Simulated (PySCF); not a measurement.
Ga(H)3 anion (GaH3), SMILES [GaH3] (connectivity only; charge and spin as stated), charge -1, multiplicity 2.

Geometry optimised at PBE0-D3(BJ)/def2-TZVPD. The multiplicity is an assumed one; other spin states were not compared. The isomer is the one that the SMILES or the coordinates give; other isomers of the formula were not compared.

Two levels are set side by side: PBE/def2-TZVPD (PySCF) and M06-2X/def2-TZVPD (PySCF). Same geometry, gas phase. Differences are taken from unrounded values.

```csv
quantity,PBE
α-spin orbital gap (eV),1.89
β-spin orbital gap (eV),4.18
mean polarisability (bohr³),93.2
```

These are the PBE values. What does M06-2X give? (An estimate is asked for; the answer gives what the named calculation found.)


```tsv
quantity	M06-2X	PBE minus M06-2X
α-spin orbital gap (eV)	4.43	-2.54
β-spin orbital gap (eV)	5.55	-1.37
mean polarisability (bohr³)	82.5	10.7
```

Loosely held outer electrons make PBE densities more polarisable. Differences between two approximate levels are no errors against the true value.

Rough cost on one machine, each run with all the roots and properties that it gave: M06-2X against PBE within a factor of 2.
